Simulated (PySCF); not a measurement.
Nonlinear optical response: `InChI=1S/C4H5NO3S2/c1-10(7,8)4-5-2-3(6)9-4/h2,6H,1H3`

Geometry:
```json
{"atom": "C1", "x (Å)": "-2.250", "y (Å)": "0.048", "z (Å)": "1.530"}
{"atom": "S2", "x (Å)": "-1.828", "y (Å)": "-0.054", "z (Å)": "-0.219"}
{"atom": "O3", "x (Å)": "-2.271", "y (Å)": "1.125", "z (Å)": "-0.906"}
{"atom": "O4", "x (Å)": "-2.227", "y (Å)": "-1.325", "z (Å)": "-0.753"}
{"atom": "C5", "x (Å)": "-0.040", "y (Å)": "-0.020", "z (Å)": "-0.194"}
{"atom": "N6", "x (Å)": "0.673", "y (Å)": "0.060", "z (Å)": "0.869"}
{"atom": "C7", "x (Å)": "1.997", "y (Å)": "0.066", "z (Å)": "0.605"}
{"atom": "C8", "x (Å)": "2.312", "y (Å)": "-0.013", "z (Å)": "-0.724"}
{"atom": "O9", "x (Å)": "3.544", "y (Å)": "-0.024", "z (Å)": "-1.244"}
{"atom": "S10", "x (Å)": "0.853", "y (Å)": "-0.100", "z (Å)": "-1.681"}
{"atom": "H11", "x (Å)": "-1.843", "y (Å)": "0.974", "z (Å)": "1.913"}
{"atom": "H12", "x (Å)": "-1.813", "y (Å)": "-0.808", "z (Å)": "2.025"}
{"atom": "H13", "x (Å)": "-3.330", "y (Å)": "0.035", "z (Å)": "1.609"}
{"atom": "H14", "x (Å)": "2.703", "y (Å)": "0.130", "z (Å)": "1.410"}
{"atom": "H15", "x (Å)": "3.518", "y (Å)": "-0.087", "z (Å)": "-2.206"}
```

Method: PySCF 2.14.0, quadratic response PBE0/def2-SVPD first hyperpolarisability, Taylor convention, gas phase. Geometry: GFN2-xTB.

What is the first hyperpolarisability, and how does it disperse?

In 10⁻³⁰ esu, Taylor convention; the vector part is βᵢ = ⅓ Σⱼ (βᵢⱼⱼ + βⱼᵢⱼ + βⱼⱼᵢ); β∥ is 3/5 of the vector part along the dipole, the dipole points from − to +:
```tsv
process	λ (nm)	β vector norm	β∥	β HRS	depolarisation ratio
static β(0;0,0)	∞	1.67	0.93	0.84	3.15
second harmonic β(−2ω;ω,ω)	1064	2.14	1.21	1.05	3.27
Pockels β(−ω;ω,0)	1064	1.80	1.01	–	–
```

Which lowest excitations, dipole and polarisabilities go with it?

S1 4.81 eV (f = 0.000); S2 4.94 eV (f = 0.197); S3 5.36 eV (f = 0.001); dipole 3.64 D; isotropic α 102.6 au static, 103.7 au at 1064 nm, 107.6 au at 532 nm.
